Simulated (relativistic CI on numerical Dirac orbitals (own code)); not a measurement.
The 20-electron sequence from Ca I to Sr XIX

These numbers are calculated, not measured: Dirac-Coulomb-Breit CI, orbitals from a KLI potential per configuration, model QED, unscaled Slater integrals (own radial code, finite nucleus).

CI space (outside the closed core [Ne]): 3s²3p⁶3d², 3s²3p⁶4s², 3s²3p⁶3d4s, 3s²3p⁵3d³, 3s3p⁶3d³, 3p⁶3d⁴, 3s²3p⁶3d4p. Levels of other configurations are missing.

Energies above each ion's lowest level, in cm⁻¹. Levels are followed by their leading LS label, which can pass from one level to another where the coupling changes.

| Ion | 3s²3p⁶3d² ³F2 | 3s²3p⁶3d² ³F3 | 3s²3p⁶3d² ³F4 | 3s²3p⁶3d² ¹D2 | 3s²3p⁶3d² ³P0 |
| --- | --- | --- | --- | --- | --- |
| Ca I | 45128.7 | 45126.7 | 45124.5 | 49229.2 | 48945.7 |
| Mn VI | 0.0 | 717.5 | 1611.3 | 17429.8 | 19879.9 |
| Fe VII | 0.0 | 1015.0 | 2264.8 | 19626.3 | 22255.1 |
| Co VIII | 0.0 | 1386.8 | 3072.9 | 21841.4 | 24629.5 |
| Ni IX | 0.0 | 1845.5 | 4058.5 | 24096.5 | 27022.6 |
| Cu X | 0.0 | 2404.9 | 5245.8 | 26409.5 | 29448.9 |
| Zn XI | 0.0 | 3080.2 | 6660.7 | 28797.4 | 31920.0 |
| Ga XII | 0.0 | 3887.8 | 8330.0 | 31278.1 | 34445.5 |
| Ge XIII | 0.0 | 4845.8 | 10282.3 | 33870.4 | 37034.1 |
| As XIV | 0.0 | 5973.3 | 12546.9 | 36594.9 | 39693.0 |
| Se XV | 0.0 | 7291.1 | 15154.2 | 39473.9 | 42428.5 |
| Br XVI | 0.0 | 8821.4 | 18134.9 | 42531.2 | 45245.8 |
| Kr XVII | 0.0 | 10587.5 | 21520.3 | 45792.5 | 48148.8 |
| Rb XVIII | 0.0 | 12614.2 | 25341.1 | 49284.6 | 51140.4 |
| Sr XIX | 0.0 | 14927.3 | 29627.8 | 53035.9 | 54222.1 |

In the calculation the lowest level changes from 3s²3p⁶4s² ¹S0 to 3s²3p⁶3d² ³F2 at Mn VI.

Between Z = 35 and 38 the energy of 3s²3p⁶3d² ³F3 follows a local power law Z^6.4. For orientation: electrostatic splittings inside a shell grow about linearly with the screened charge, excitations that change n as its square, and fine structure as its fourth power; written in Z itself the exponents are larger, since the screened charge grows faster in proportion.

The members near neutrality are the least accurate: they can be off by several eV, miss lower levels of configurations outside the list, or start from a wrong lowest level.
